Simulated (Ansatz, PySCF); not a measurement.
Caution: the highest occupied level lies above zero, so the state may not be bound. This singlet lies 0.68 eV below the relaxed triplet at the level frozen-core CCSD(T)/aug-cc-pVDZ // B3LYP-D3(BJ)/def2-TZVPD (Ansatz, a first-principles code).

**CH₅B₂, SMILES `B[B-]C` (lower singlet) (charge -1, multiplicity 1)**

These are PBE-D3(BJ)/def2-TZVPD // B3LYP-D3(BJ)/def2-TZVPD run with PySCF values and carry that method's errors.

```json
{
 "HOMO": "1.98 eV",
 "total_energy": "-90.6396 Ha",
 "cost": "very roughly 23 core-seconds"
}
```

```xyz
8

B      1.6908    -0.2615    -0.1459
B      0.1938    -0.0225    -0.0015
C     -1.3340     0.2124     0.2111
H      2.2482    -0.2124    -1.2244
H      2.3941    -0.5102     0.8132
H     -2.0007    -0.5163    -0.2716
H     -1.4904     0.0917     1.2942
H     -1.7018     1.2187    -0.0353
```
Charge -1, spin multiplicity 1.
